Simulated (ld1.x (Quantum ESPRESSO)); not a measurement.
# germanium, TM: configuration errors across variants

```
Element                 : Ge
Generator               : ld1.x (Quantum ESPRESSO) 7.5
Type                    : norm-conserving Troullier–Martins (Kleinman–Bylander form)
Functional              : PW91
Relativity              : scalar-relativistic
Frozen core             : [Ar]
Valence charge          : 14
Reference configuration : 3d10 4s2 4p0.5 (charge +1.5)
Partial waves           : 4s (bound): rc 1.70 bohr; 4p (bound): rc 1.55 bohr; 3d (bound): rc 1.00 bohr
Local potential         : all-electron potential smoothed inside 1.40 bohr (lloc = -1)
Core correction         : none
```

All-electron excitation energies from the reference (eV): (1) 3d10 4s2 4p2 -14.189; (2) 3d10 4s2 4p1 -6.687; (3) 3d10 4s2 4p0 8.837; (4) 3d10 4s0 4p0 90.168; (5) 3d9 4s2 4p3 15.476; (6) 3d9 4s2 4p2 24.591; (7) 3d10 4s0 4p4 2.063.

Tests that are not counted but printed errors over 1 eV. “all radii scaled by about 0.85 (s 1.44, p 1.32, d 0.86 bohr); local potential all-electron potential smoothed inside 1.20 bohr (lloc = -1)”: 3d9 4s2 4p2 (solver errors, printed error -1896 eV). “all radii scaled by about 0.90 (s 1.54, p 1.40, d 0.90 bohr); local potential all-electron potential smoothed inside 1.26 bohr (lloc = -1)”: 3d9 4s2 4p2 (solver errors, printed error -1891 eV); 3d9 4s2 4p3 (solver errors, printed error -7.3 eV); 1 more.

A true bound ghost makes a file unfit for plane-wave use even where its test errors are small: the radial tests pick states by their node count and pass the ghost by. Where a test does run into it, the solver fails or the error is huge.

Errors AE − PS in meV (a dash: test not solved or not reliable):

```csv
change,(1),(2),(3),(4),(5),(6),(7),bound ghosts
base,+11,+2.4,+1.0,+130,-316,-183,+7.3,none
"all radii scaled by about 0.78 (s 1.32, p 1.20, d 0.78 bohr); local potential all-electron potential smoothed inside 1.10 bohr (lloc = -1)",+12,+2.0,-0.5,+144,-71,-51,-6.5,s
"all radii scaled by about 0.85 (s 1.44, p 1.32, d 0.86 bohr); local potential all-electron potential smoothed inside 1.20 bohr (lloc = -1)",+5.9,+1.1,-1.6,+132,-370,–,+5.7,s
"all radii scaled by about 0.90 (s 1.54, p 1.40, d 0.90 bohr); local potential all-electron potential smoothed inside 1.26 bohr (lloc = -1)",–,-2.9,-5.9,+128,–,–,+8.7,s
"all radii scaled by about 0.96 (s 1.64, p 1.50, d 0.96 bohr); local potential all-electron potential smoothed inside 1.36 bohr (lloc = -1)",+13,+2.7,+1.6,+129,-167,+13,+8.6,none
"all radii scaled by about 1.06 (s 1.80, p 1.64, d 1.06 bohr); local potential all-electron potential smoothed inside 1.48 bohr (lloc = -1)",+9.5,+2.1,+0.5,+129,-433,-329,+3.2,none
"all radii scaled by about 1.15 (s 1.96, p 1.78, d 1.16 bohr); local potential all-electron potential smoothed inside 1.62 bohr (lloc = -1)",+8.3,+2.0,+0.4,+108,-481,-382,-12,none
"all radii scaled by about 1.28 (s 2.18, p 2.00, d 1.28 bohr); local potential all-electron potential smoothed inside 1.80 bohr (lloc = -1)",+8.6,+2.1,+0.7,+43,-421,-313,-36,none
"all radii scaled by about 1.37 (s 2.34, p 2.12, d 1.38 bohr); local potential all-electron potential smoothed inside 1.92 bohr (lloc = -1)",+9.6,+2.4,+1.1,-52,-315,-199,-59,none
```

Problem. Give the same row for: all radii scaled by about 1.20 (s 2.06, p 1.86, d 1.20 bohr); local potential all-electron potential smoothed inside 1.68 bohr (lloc = -1).

Solution. +8.5, +2.1, +0.5, +82, -464, -357, -22; bound ghosts: none.
